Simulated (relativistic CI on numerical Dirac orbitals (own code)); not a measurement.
Forbidden lines of Kr X

These numbers are calculated, not measured: Dirac-Coulomb-Breit CI, KLI orbitals optimised for each configuration, model QED, unscaled Slater integrals (own radial code, finite nucleus).

CI space (outside the closed core [Ne]): 3s2 3p6 3d9, 3s2 3p5 3d10, 3s2 3p6 3d8 4s, 3s 3p6 3d10, 3s2 3p6 3d8 4p, 3s2 3p6 3d7 4s2, 3s2 3p6 3d8 4d, 3s2 3p6 3d7 4s 4p, 3s2 3p6 3d8 5s, 3s2 3p6 3d7 4p2, 3s2 3p6 3d8 4f, 3s2 3p6 3d8 5p, 3s2 3p6 3d7 4s 4d, 3s2 3p6 3d8 5d, 3s2 3p6 3d7 4p 4d, 3s2 3p5 3d9 4s. Levels of other configurations are missing.

| λ vac (Å) | Lower | Upper | Type | A (s⁻¹) | gf | Branching (%) |
| --- | --- | --- | --- | --- | --- | --- |
| 108.84 | 3s2 3p6 3d9 2D_5/2 [1] | 3s2 3p6 3d8 4s 2S_1/2 [18] | E2 | 7.94e+05 | 2.82e-06 | 48.6 |
| 110.07 | 3s2 3p6 3d9 2D_3/2 [2] | 3s2 3p6 3d8 4s 2S_1/2 [18] | E2 | 8.39e+05 | 3.05e-06 | 51.4 |
| 118.45 | 3s2 3p6 3d9 2D_5/2 [1] | 3s2 3p6 3d8 4s 2G_7/2 [17] | E2 | 3.97e+04 | 6.68e-07 | 3.9 |
| 118.47 | 3s2 3p6 3d9 2D_5/2 [1] | 3s2 3p6 3d8 4s 2G_9/2 [16] | E2 | 1.02e+06 | 2.16e-05 | 100.0 |
| 118.72 | 3s2 3p6 3d9 2D_5/2 [1] | 3s2 3p6 3d8 4s 2P_1/2 [15] | E2 | 1.40e+06 | 5.90e-06 | 46.2 |
| 118.94 | 3s2 3p6 3d9 2D_5/2 [1] | 3s2 3p6 3d8 4s 2P_3/2 [14] | E2 | 1.29e+06 | 1.09e-05 | 48.2 |
| 119.92 | 3s2 3p6 3d9 2D_3/2 [2] | 3s2 3p6 3d8 4s 2G_7/2 [17] | E2 | 9.69e+05 | 1.67e-05 | 96.1 |
| 119.98 | 3s2 3p6 3d9 2D_5/2 [1] | 3s2 3p6 3d8 4s 2D_5/2 [13] | E2 | 2.82e+05 | 3.65e-06 | 48.3 |
| 120.19 | 3s2 3p6 3d9 2D_3/2 [2] | 3s2 3p6 3d8 4s 2P_1/2 [15] | E2 | 1.62e+06 | 7.03e-06 | 53.8 |
| 120.28 | 3s2 3p6 3d9 2D_5/2 [1] | 3s2 3p6 3d8 4s 4P_3/2 [12] | E2 | 1.94e+05 | 1.68e-06 | 81.2 |
| 120.31 | 3s2 3p6 3d9 2D_5/2 [1] | 3s2 3p6 3d8 4s 4P_1/2 [11] | E2 | 2.13e+03 | 9.25e-09 | 13.9 |
| 120.42 | 3s2 3p6 3d9 2D_3/2 [2] | 3s2 3p6 3d8 4s 2P_3/2 [14] | E2 | 1.39e+06 | 1.20e-05 | 51.8 |
| 121.31 | 3s2 3p6 3d9 2D_5/2 [1] | 3s2 3p6 3d8 4s 2D_3/2 [10] | E2 | 8.68e+05 | 7.66e-06 | 93.0 |
| 121.48 | 3s2 3p6 3d9 2D_3/2 [2] | 3s2 3p6 3d8 4s 2D_5/2 [13] | E2 | 3.02e+05 | 4.01e-06 | 51.7 |
| 121.74 | 3s2 3p6 3d9 2D_5/2 [1] | 3s2 3p6 3d8 4s 4P_5/2 [9] | E2 | 9.37e+04 | 1.25e-06 | 22.2 |
| 121.79 | 3s2 3p6 3d9 2D_3/2 [2] | 3s2 3p6 3d8 4s 4P_3/2 [12] | E2 | 4.47e+04 | 3.98e-07 | 18.8 |
| 121.82 | 3s2 3p6 3d9 2D_3/2 [2] | 3s2 3p6 3d8 4s 4P_1/2 [11] | E2 | 1.32e+04 | 5.89e-08 | 86.1 |
| 122.84 | 3s2 3p6 3d9 2D_3/2 [2] | 3s2 3p6 3d8 4s 2D_3/2 [10] | E2 | 6.49e+04 | 5.87e-07 | 7.0 |
| 123.29 | 3s2 3p6 3d9 2D_3/2 [2] | 3s2 3p6 3d8 4s 4P_5/2 [9] | E2 | 3.28e+05 | 4.49e-06 | 77.8 |
| 123.95 | 3s2 3p6 3d9 2D_5/2 [1] | 3s2 3p6 3d8 4s 2F_5/2 [8] | E2 | 8.24e+05 | 1.14e-05 | 36.8 |
| 125.12 | 3s2 3p6 3d9 2D_5/2 [1] | 3s2 3p6 3d8 4s 2F_7/2 [7] | E2 | 1.86e+06 | 3.48e-05 | 92.3 |
| 125.30 | 3s2 3p6 3d9 2D_5/2 [1] | 3s2 3p6 3d8 4s 4F_3/2 [6] | E2 | 2.58e+04 | 2.43e-07 | 55.8 |
| 125.55 | 3s2 3p6 3d9 2D_3/2 [2] | 3s2 3p6 3d8 4s 2F_5/2 [8] | E2 | 1.42e+06 | 2.01e-05 | 63.2 |
| 125.80 | 3s2 3p6 3d9 2D_5/2 [1] | 3s2 3p6 3d8 4s 4F_5/2 [5] | E2 | 2.82e+03 | 4.01e-08 | 2.7 |
| 126.73 | 3s2 3p6 3d9 2D_5/2 [1] | 3s2 3p6 3d8 4s 4F_7/2 [4] | E2 | 4.04e+05 | 7.78e-06 | 94.9 |
| 126.75 | 3s2 3p6 3d9 2D_3/2 [2] | 3s2 3p6 3d8 4s 2F_7/2 [7] | E2 | 1.55e+05 | 2.98e-06 | 7.7 |
| 126.94 | 3s2 3p6 3d9 2D_3/2 [2] | 3s2 3p6 3d8 4s 4F_3/2 [6] | E2 | 2.04e+04 | 1.97e-07 | 44.2 |
| 127.45 | 3s2 3p6 3d9 2D_3/2 [2] | 3s2 3p6 3d8 4s 4F_5/2 [5] | E2 | 1.01e+05 | 1.47e-06 | 97.3 |
| 127.53 | 3s2 3p6 3d9 2D_5/2 [1] | 3s2 3p6 3d8 4s 4F_9/2 [3] | E2 | 4.30e+03 | 1.05e-07 | 100.0 |
| 128.40 | 3s2 3p6 3d9 2D_3/2 [2] | 3s2 3p6 3d8 4s 4F_7/2 [4] | E2 | 2.17e+04 | 4.28e-07 | 5.1 |

Terms are leading LS components. Brackets give the number of a level in order of energy, since labels repeat. The list gives strong lines, with weight on those to low levels, among the lowest 200 of 2127 levels, so that lines to higher ones, which can be the strongest, are missing. Levels whose partners in the same complex of configurations lie outside the list can be far off, and so can their lines. Rates are taken at the computed energies, electric ones in the length gauge.

At this charge energies of transitions that change n are usually good to better than 1 %, and those within a shell (Δn = 0) to a few per cent.

Question: From the table, what is the radiative lifetime of 3s2 3p6 3d8 4s 2S_1/2?

Answer: The listed rates from this level add up to about 1.63e+06 s⁻¹, 100 % of its decay; with all channels τ = 6.12e-07 s.

LS names give the leading component of a level, which can be under half, so a name can repeat, a term be missing and a line seem to break the LS rules.
